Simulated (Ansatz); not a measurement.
CH₄AlNSe (`[AlH2]/[N]=C\[SeH]`), one more setting.

```yaml
crystal:
  periodic: [false, false, false]
  atoms:
    - {symbol: Al, position_ang: [0.007754, 2.010045, -0.314811]}
    - {symbol: N, position_ang: [-0.198138, 0.297492, -0.006701]}
    - {symbol: C, position_ang: [-0.289868, -0.914964, 0.199255]}
    - {symbol: Se, position_ang: [1.202677, -2.132366, 0.052489]}
    - {symbol: H, position_ang: [-0.221089, 2.512435, -1.793993]}
    - {symbol: H, position_ang: [0.384162, 2.927087, 0.914042]}
    - {symbol: H, position_ang: [-1.214117, -1.432894, 0.484663]}
    - {symbol: H, position_ang: [0.420820, -3.323936, 0.409255]}
basis:
  gaussian: {orbitals: pcseg-2}
hamiltonian: {xc: {name: B97}}
scf: {lower_state_search: full}
output: {forces: true}
```

```sh
$ ansatz run in.yaml --threads 2 --pin off --events-out ev --progress --plain --max-ram 4352MiB
```

Shortened log:

```
Functional definition: B97
1177 factors; their error is unknown
mean field evaluation 1: about -74521.7244 eV, gradient 7.9e1 eV
mean field evaluation 2: about -74422.0465 eV, gradient 1.7e2 eV
mean field evaluation 4: about -74534.7289 eV, gradient 2.3e1 eV
mean field evaluation 8: about -74535.9340 eV, gradient 1.2e-1 eV
mean field evaluation 16: about -74536.1403 eV, gradient 7.0e-4 eV
mean field -74536.14031608 eV, -2739.1526342053 hartree, gradient 3.1e-5 eV, S^2 0.000000; 0 other end points of the search recorded, 0 dependent functions left out
reference -74536.14035086 eV, -2739.1526354834 hartree; 32, 32 occupied and 161, 161 virtual orbitals, 1177 factors
Total energy: -74536.14035086 eV, -2739.1526354834 hartree
Atom 0 at     0.007754     2.010045    -0.314811 Å, force     0.011551     0.164143    -0.027910 eV/Å
Atom 1 at    -0.198138     0.297492    -0.006701 Å, force    -0.007671     0.281834    -0.041308 eV/Å
Atom 2 at    -0.289868    -0.914964     0.199255 Å, force    -0.257293    -0.194730     0.087045 eV/Å
Atom 3 at     1.202677    -2.132366     0.052489 Å, force     0.298711    -0.179025    -0.039277 eV/Å
Atom 4 at    -0.221089     2.512435    -1.793993 Å, force     0.007181     0.006322     0.027167 eV/Å
Atom 5 at     0.384162     2.927087     0.914042 Å, force    -0.005356    -0.002259    -0.028093 eV/Å
Atom 6 at    -1.214117    -1.432894     0.484663 Å, force    -0.012833    -0.001173     0.003254 eV/Å
Atom 7 at     0.420820    -3.323936     0.409255 Å, force    -0.034290    -0.075112     0.019122 eV/Å
Dipole moment:    -0.184715    -0.238413     0.077720 e Å
```

It took 13 s on 2 threads of an Arm Neoverse V2 on a shared host, with 0.59 GiB of host memory at the peak.
